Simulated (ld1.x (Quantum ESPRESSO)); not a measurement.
## Ti: one change to a TM potential, before and after

- Element: titanium (Ti)
- Generator: ld1.x (Quantum ESPRESSO) 7.5
- Type: norm-conserving Troullier–Martins (Kleinman–Bylander form)
- Functional: revPBE
- Relativity: fully relativistic
- Frozen core: [Ar]
- Valence charge: 4
- Reference configuration: 3d2 4s2 4p0
- Partial waves: 4p (bound, empty): rc 3.35 bohr; 3d (bound): rc 2.60 bohr; 4s (bound): rc 2.05 bohr
- Local potential: the s channel
- Core correction: none

Open shells are filled in proportion to 2j + 1 (rel_dist='average').

Change: wave 3d (bound): rc 2.60 bohr becomes 3d (bound): rc 3.82 bohr.

Cutoffs: the cutoffs (Ry, on a coarse ladder) from which the occupation-weighted sum of valence levels, in a spherical-Bessel basis at the reference potential, stays within 10 and 1 mRy of its value at 400 Ry; they do not see the model core or the augmentation charge, which bear on the density cutoff. Errors are all-electron minus pseudo energies relative to the spin-unpolarised reference configuration.

Q: What does the change do?

A: The potential gets softer (35 Ry and 45 Ry → 21 Ry and 35 Ry); of the 7 tests that both files solve, the error grows in 5 and shrinks in 2 by more than 15 % and 0.3 meV (median size 41.6 → 106.6 meV); neither file shows a bound ghost at the reference potential, the only one tested. A larger radius leaves more room for a smooth pseudo-wave, so fewer plane waves are needed.

```tsv
quantity	base	changed
cutoff, loose	35 Ry	21 Ry
cutoff, tight	45 Ry	35 Ry
loose cutoff by channel (10 mRy a level)	d 35 Ry, s 12 Ry	d 18 Ry, s 12 Ry
bound ghosts	none	none
error for 3d2 4s1 4p0, meV [ΔE 7.28 eV]	+9.3	+18
error for 3d2 4s0 4p0, meV [ΔE 20.71 eV]	+200	+107
error for 3d1 4s0 4p0, meV [ΔE 47.57 eV]	+414	+1053
error for 3d2 4s1.5 4p0, meV [ΔE 2.91 eV]	+0.9	+3.4
error for 3d2 4s0 4p2, meV [ΔE 6.21 eV]	+27	+22
error for 3d3 4s1 4p0, meV [ΔE 1.11 eV]	+42	+323
error for 3d3 4s0 4p0, meV [ΔE 7.29 eV]	+173	+605
```

Changed file: These tests converged, but a pseudo level misses the all-electron one widely, so the file describes the atom poorly there or has found another state: 3d1 4s0 4p0: 3d by 2.5 eV (a node warning on the way).
